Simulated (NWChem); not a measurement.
# Basis-set convergence for iodoethane (C$_{2}$H$_{5}$I)

```xyz
8

C      2.4499     0.3888     0.0000
C      1.1211     1.1174     0.0000
I     -0.5996    -0.2481     0.0000
H      2.5683    -0.2454     0.8914
H      3.2687     1.1306     0.0000
H      2.5683    -0.2454    -0.8914
H      0.9742     1.7358     0.8942
H      0.9742     1.7358    -0.8942
```
Charge 0, spin multiplicity 1.

Program: NWChem. Structure: optimised with B3LYP/def2-SVP with def2 effective core potentials on I, held to Cs symmetry and with no frequency check, so it may be a saddle point.

Quantity: LUMO energy at the level PBE.

Effective core potentials replace the inner electrons of I; spin-orbit coupling is left out.

The cost column gives rough processor time relative to def2-SVP; each entry includes its own SCF.

Problem. In def2-TZVPP the value is -1.84 eV. Among def2-SVP, def2-SVPD, def2-TZVP, def2-TZVPD, which is the smallest basis within 0.1 eV of it?

Solution. def2-SVPD, with 115 functions against 182 (also within reach: def2-TZVP, def2-TZVPD). def2-TZVPP isn't the basis-set limit itself, and a small set can land close by cancellation.

```json
[
 {"basis": "def2-SVP", "functions": "79", "LUMO energy (eV)": "-1.68", "relative cost": "1"},
 {"basis": "def2-SVPD", "functions": "115", "LUMO energy (eV)": "-1.91", "relative cost": "4"},
 {"basis": "def2-TZVP", "functions": "142", "LUMO energy (eV)": "-1.84", "relative cost": "3"},
 {"basis": "def2-TZVPD", "functions": "178", "LUMO energy (eV)": "-1.91", "relative cost": "10"},
 {"basis": "def2-TZVPP", "functions": "182", "LUMO energy (eV)": "-1.84", "relative cost": "5"}
]
```
